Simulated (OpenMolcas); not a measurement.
## d8 ions of charge +2 down a group with 6 ammonia ligands in octahedral coordination

```
Program             : OpenMolcas
Method              : CASSCF
Spin-orbit coupling : state interaction with AMFI integrals over the reference wave functions
```

The d shell is active. Anionic complexes are neutralised by point charges behind the ligands. Distances were set from a Shannon-type radius of the metal (high-spin where two are listed, low-spin for CN, NH3 and NCH) plus a fixed donor radius (NH3 1.42 Å). Ligand basis ANO-RCC-VDZP, DKH2 Hamiltonian. Energies in cm-1 above the lowest state or level, χT in cm3 K/mol. Spin-only χT is S(S+1) / 2 for the spin of the ground state.

```tsv
Ion	Shell	R (Å)	Metal basis	Ground state	First state of that spin	First gap with spin-orbit (degeneracies)	χT at 300 K	First state of another spin	Spin-only χT
Ni2+	3d8	2.11	ANO-RCC-VTZP	2S+1 = 3	9406	0.3 (2, 1)	1.315	2S+1 = 1: 18573	1.000
Pd2+	4d8	2.28	ANO-RCC-VDZP	2S+1 = 3	16120	0.4 (2, 1)	1.318	2S+1 = 1: 12637	1.000
Pt2+	5d8	2.22	ANO-RCC-VTZP	2S+1 = 3	25002	2.0 (2, 1)	1.455	2S+1 = 1: 11367	1.000
```

The rows also differ in their metal basis, so part of each step comes from that.

Every ion keeps the highest spin of its shell. χT departs most from the spin-only value for Pt2+, by +0.455 cm3 K/mol.

Without dynamic correlation the repulsion within the d shell is too large (B by tens of per cent), so at a given field states of lower spin stand too high. Ligand-to-metal charge-transfer states are missing. With no ligand orbital active B as a rule stays too high, so bands that hang on it stand too high and its fall with covalency is understated. With metal d orbitals alone and no dynamic correlation the field as a rule comes out too small, by tens of per cent, by up to half for chloride and softer ligands, and the orbital part of g and χT, which goes as 1/10Dq, too large (holds for Ni2+). Real 4d8 and 5d8 ions are as a rule square planar and diamagnetic (holds for Pd2+; Pt2+). The least metal-like active orbital is 84 % on the metal (Löwdin) and no ligand orbital is active, so the numbers are rough (holds for Pd2+). With metal d orbitals alone the field can be off either way by tens of per cent (holds for Pd2+; Pt2+). The least metal-like active orbital is 80 % on the metal (Löwdin) and no ligand orbital is active, so the numbers are rough (holds for Pt2+). No measured value stands beside these numbers; the geometry was imposed, not optimised, and the real ion may take another.

A state without a sure symmetry label is named by its multiplicity alone.
